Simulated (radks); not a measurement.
Radial electron density D(r) = 4 pi r^2 rho(r) of an atom or ion with 22 electrons. All-electron calculation, Dirac Kohn-Sham, relativistic LDA (MacDonald-Vosko exchange, VWN5 correlation), spin-unpolarised, spherical densities, finite nucleus; Fermi nuclear charge, rms radius of each element as measured or else 0.836 A^(1/3) + 0.57 fm. Program: a radial shooting solver on a logarithmic mesh with Libxc functionals.

```
   r/bohr * D(r) (the largest magnitude, 95, reaches the edge; | marks zero)
 0.000863 |*
 0.001071 | *
  0.00134 |  *
 0.001663 |   *
 0.002064 |    *
 0.002582 |      *
 0.003205 |         *
 0.004009 |             *
 0.004976 |                  *
 0.006176 |                       *
 0.007726 |                             *
 0.009589 |                                   *
   0.0119 |                                        *
  0.01489 |                                           *
  0.01848 |                                            *
  0.02293 |                                          *
  0.02869 |                                       *
  0.03561 |                                      *
  0.04455 |                                          *
  0.05529 |                                                 *
  0.06862 |                                                      *
  0.08585 |                                                    *
   0.1066 |                                          *
   0.1322 |                               *
   0.1654 |                             *
   0.2053 |                                *
   0.2548 |                              *
   0.3188 |                   *
   0.3957 |       *
    0.495 | *
   0.6144 *
   0.7625 *
```

What is the nuclear charge?

Answer. Z = 58. The innermost maximum, from 1s, lies near gamma/Z bohr with gamma = sqrt(1 - (Z/c)^2) = 0.906, here 0.0156 bohr (found: 0.0173), and its height grows with Z. The density is that of the cerium ion Ce36+ in [Ar] 3d4; the configuration itself is not fixed sharply by these data, and Z only to a few units. D(r) has 3 maxima, at r = 0.0173, 0.0732, 0.219 bohr, and minima at 0.0337, 0.156 bohr, inside which lie 2.03, 11.11 electrons.
